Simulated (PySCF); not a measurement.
Cl₂Hf, SMILES [Cl][Hf][Cl], multiplicity 1.

Geometry optimised at B3LYP-D3(BJ)/def2-TZVP. The multiplicity is an assumed one; other spin states were not compared. The def2 effective core potentials stand for the cores of Hf; spin–orbit coupling is left out.

Two levels are set side by side: PBE/def2-TZVPD (PySCF) and HF/def2-TZVPD (PySCF). Same geometry, gas phase. Differences are taken from unrounded values.

| quantity | HF | PBE | PBE minus HF |
|---|---|---|---|
| orbital gap (eV) | 8.73 | 1.01 | -7.71 |
| highest occupied level (eV) | -7.92 | -5.25 | 2.66 |
| lowest empty level (eV) | 0.81 | -4.24 | -5.05 |
| mean polarisability (bohr³) | 84.7 | 94.8 | 10.1 |

PBE's occupied levels lie high since its potential decays too fast outside the molecule; exact exchange lowers them and widens the gap. PBE's more diffuse valence density responds more strongly to a field. Differences between two approximate levels are no errors against the true value.

Rough cost on one machine, each run with all the roots and properties that it gave: HF against PBE about 1/2.
